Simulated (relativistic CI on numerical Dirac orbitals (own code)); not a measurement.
## Electric-dipole transitions in Bi VI

Method of calculation: Dirac-Coulomb-Breit CI, KLI orbitals optimised for each configuration, model QED (radiative potential, 1s self-energy scaled to tabulated hydrogen-like ionisation energies), valence Slater integrals scaled by 0.85, P86 correlation energy added to each configuration (own radial code, finite nucleus).

CI space (outside the closed core [Xe] 4f14): 5d10, 5d9.6s, 5d9.5f, 5d9.6p, 5d9.5g, 5d9.6d, 5d9.7s, 5d9.7p, 5d9.7d, 5d9.6f, 5d9.7f. Double excitations out of closed p, d and f shells are left out; levels of such configurations are missing from the list, as are those of other unlisted configurations, and high levels can miss mixing partners.

```
λ vac (nm)              Lower               Upper   A (s⁻¹)  E lower (cm⁻¹)  E upper (cm⁻¹)
    15.797      5d10 1S_0 [1]  5d9.7f 1P°_1 [149]  5.87e+11               0          633050
    16.635      5d10 1S_0 [1]  5d9.7f 3D°_1 [141]  1.22e+11               0          601126
    17.555      5d10 1S_0 [1]  5d9.6f 1P°_1 [121]  1.44e+11               0          569644
    20.904      5d10 1S_0 [1]   5d9.7p 3P°_1 [65]  6.74e+10               0          478367
    21.281      5d10 1S_0 [1]   5d9.5f 1P°_1 [61]  1.30e+11               0          469901
    34.355      5d10 1S_0 [1]   5d9.6p 1P°_1 [12]  2.23e+10               0          291082
    64.665   5d9.6p 3P°_2 [6]    5d9.6d 3D_2 [20]  7.91e+09          253575          408218
    64.986   5d9.6p 3F°_3 [7]    5d9.6d 3F_3 [21]  4.91e+09          256113          409992
    65.235   5d9.6p 3F°_2 [8]    5d9.6d 3G_3 [42]  9.52e+09          278541          431832
    66.213   5d9.6p 3F°_3 [7]    5d9.6d 3G_4 [19]  1.03e+10          256113          407142
    66.750   5d9.6p 3P°_2 [6]    5d9.6d 3S_1 [18]  9.95e+09          253575          403389
    73.949  5d9.5f 3H°_6 [30]    5d9.5g 3I_7 [96]  8.26e+09          417745          552973
    74.866    5d9.6s 3D_3 [2]   5d9.6p 3D°_3 [13]  3.58e+09          157793          291365
    75.143  5d9.5f 3H°_5 [32]    5d9.5g 1I_6 [98]  7.89e+09          420001          553080
    75.519  5d9.5f 1H°_5 [51]   5d9.5g 3I_6 [124]  8.08e+09          445818          578236
    77.772  5d9.5f 1G°_4 [36]   5d9.5g 3H_5 [108]  6.18e+09          425741          554322
    78.078  5d9.5f 3G°_5 [37]   5d9.5g 3H_6 [107]  7.15e+09          426218          554296
    78.880    5d9.6s 3D_3 [2]   5d9.6p 3F°_4 [10]  5.23e+09          157793          284567
    79.202    5d9.6s 3D_2 [3]   5d9.6p 1D°_2 [11]  3.97e+09          162327          288586
    79.452  5d9.6p 3F°_4 [10]    5d9.6d 3G_5 [23]  8.50e+09          284567          410430
    79.978    5d9.6s 1D_2 [5]   5d9.6p 3F°_3 [15]  4.89e+09          186432          311467
    80.042  5d9.6p 3F°_3 [15]    5d9.6d 3G_4 [46]  8.33e+09          311467          436401
    80.090  5d9.6p 1D°_2 [11]    5d9.6d 3D_3 [26]  4.49e+09          288586          413446
    80.612  5d9.6p 3D°_2 [17]    5d9.6d 3F_3 [48]  6.19e+09          315227          439278
    81.159  5d9.6p 3D°_3 [13]    5d9.6d 3F_4 [28]  5.75e+09          291365          414580
    81.840   5d9.6d 3G_4 [19]   5d9.6f 3H°_5 [79]  4.97e+09          407142          529331
    84.519   5d9.6d 3G_5 [23]   5d9.6f 3H°_6 [77]  5.26e+09          410430          528746
    104.40    5d9.6s 3D_3 [2]    5d9.6p 3P°_2 [6]  2.07e+09          157793          253575
    106.63    5d9.6s 3D_2 [3]    5d9.6p 3F°_3 [7]  1.32e+09          162327          256113
    184.43  5d9.7p 3F°_4 [62]    5d9.7d 3G_5 [82]  1.88e+09          475738          529960
```

Terms are leading LS components. Brackets give the number of a level in order of energy, since labels repeat. The list gives strong lines, with weight on those to low levels, without lines whose two gauges differ by over a factor of 2.5, and without 1 line that miss the measured interval by over 7 %, start from a term whose rates miss tabulated ones by over 60 %, have gauges far apart or, lacking measured levels, span too small a gap for the errors found; lines with a level outside our table were not tested and can miss by more. Levels whose partners in the same complex of configurations lie outside the list can be far off, and so can their lines. Rates are taken at the computed energies, electric ones in the length gauge.

At this charge configurations can still be misplaced by up to about 7 % of their energy. Levels and lines within the n = 5 or 6 shells can be off by up to 10 % or somewhat more, and those that change n by about 2 %, since core polarisation is missing. 18 of the 22 excited levels that our extract of the measured tables holds in this range could be paired (the sources list more); they are missed by 7748 cm⁻¹ on average and 23514 at most, and levels without a partner can miss by more. Levels that differ in their count of f electrons can be misplaced by several ten thousand cm⁻¹, since the correlation energy of f electrons is missing or only estimated; rates across such gaps can be off by orders of magnitude.

LS names give the leading component of a level, which can be under half, so a name can repeat, a term be missing and a line seem to break the LS rules.
